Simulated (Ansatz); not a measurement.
One change: `[CH3][SnH2][O]C=N` becomes `N=CO`.

Ansatz, PBE0-D4/def2-TZVP geometries, multiplicity 1. Each molecule was computed in one conformer, which needn't be the lowest.

Elements past krypton have def2 core potentials.

```json
{"property": "HOMO–LUMO gap (ωB97M-V/def2-TZVPP) / eV", "`[CH3][SnH2][O]C=N`": "10.93"}
{"property": "HOMO–LUMO gap (PBE/def2-TZVPP) / eV", "`[CH3][SnH2][O]C=N`": "4.96"}
{"property": "HOMO energy (ωB97M-V/def2-TZVPP) / eV", "`[CH3][SnH2][O]C=N`": "-9.95"}
{"property": "HOMO–LUMO gap (B3LYP/def2-TZVPP) / eV", "`[CH3][SnH2][O]C=N`": "6.73"}
{"property": "HOMO–LUMO gap (PBE0/def2-TZVPP) / eV", "`[CH3][SnH2][O]C=N`": "7.21"}
{"property": "HOMO energy (PBE0/def2-TZVPP) / eV", "`[CH3][SnH2][O]C=N`": "-7.64"}
```

Q: Give the same properties after the change, and the shifts. (An estimate is asked.)

A: The calculation gave: 
```json
{"property": "HOMO–LUMO gap (ωB97M-V/def2-TZVPP) / eV", "`N=CO`": "13.27", "shift": "2.34"}
{"property": "HOMO–LUMO gap (PBE/def2-TZVPP) / eV", "`N=CO`": "6.00", "shift": "1.04"}
{"property": "HOMO energy (ωB97M-V/def2-TZVPP) / eV", "`N=CO`": "-10.53", "shift": "-0.58"}
{"property": "HOMO–LUMO gap (B3LYP/def2-TZVPP) / eV", "`N=CO`": "8.11", "shift": "1.38"}
{"property": "HOMO–LUMO gap (PBE0/def2-TZVPP) / eV", "`N=CO`": "8.65", "shift": "1.44"}
{"property": "HOMO energy (PBE0/def2-TZVPP) / eV", "`N=CO`": "-8.20", "shift": "-0.56"}
```

With PBE0 the HOMO falls by 0.56 eV and the LUMO rises by 0.88 eV, so the gap widens by about 1.44 eV. PBE moves the HOMO by -0.54 eV and ωB97M-V by -0.58 eV.

B3LYP here is the variant with VWN-RPA as its local correlation; programs differ in this.
